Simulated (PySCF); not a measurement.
GeP and its ions

ROHF-CCSD(T); PySCF, no relativity, basis sets Ge def2-TZVPPD, P def2-TZVPPD. Neutral (ROHF): doublet (π ↑), Re = 2.162 Å, ωe = 479 cm⁻¹, De = 3.14 eV.

GeP⁺ (UHF): triplet (π ↑↑), Re = 2.307 Å, ωe = 392 cm⁻¹, De = 2.46 eV to Ge⁺ + P. The energies at the minima are -2416.44835 hartree for GeP and -2416.13304 for GeP⁺.

**Question.** Work out the adiabatic ionisation energy, without and with harmonic zero-point energies (1 hartree = 27.2114 eV, 1 eV = 8065.5 cm⁻¹), and the change of the bond length.

**Answer.** At CCSD(T): 0.31531 hartree = 8.580 eV between the minima; the zero-point term (392.0 − 479.0)/2 cm⁻¹ = -0.005 eV makes it 8.575 eV. Re changes by +14.5 pm against the neutral. The electron leaves a π orbital, and the longer bond of the ion fits a bonding orbital, or a change in how ionic the bond is.

GeP⁻ (RHF): singlet (closed shell), Re = 2.089 Å, ωe = 530 cm⁻¹. The energies at the minima are -2416.44835 hartree for GeP and -2416.54913 for GeP⁻.

**Question.** Work out the adiabatic electron affinity, without and with harmonic zero-point energies (1 hartree = 27.2114 eV, 1 eV = 8065.5 cm⁻¹), and the change of the bond length.

**Answer.** At CCSD(T): 0.10078 hartree = 2.742 eV between the minima; the zero-point term (479.0 − 530.0)/2 cm⁻¹ = -0.003 eV makes it 2.739 eV. Re changes by -7.3 pm against the neutral. The electron enters a π orbital, and the shorter bond of the ion fits a bonding orbital, or a change in how ionic the bond is.

Correlated steps freeze 14 core orbitals. UHF and ROHF references stand side by side, which adds small steps between rows. For an ion De counts to the pair picked by the measured ionisation energies or electron affinities, which need not be the lowest pair at this level. States were picked by a PBE0 search and need not be the measured ground states.

Neutral and ion stand on different kinds of reference determinant, which adds to the error of the difference.
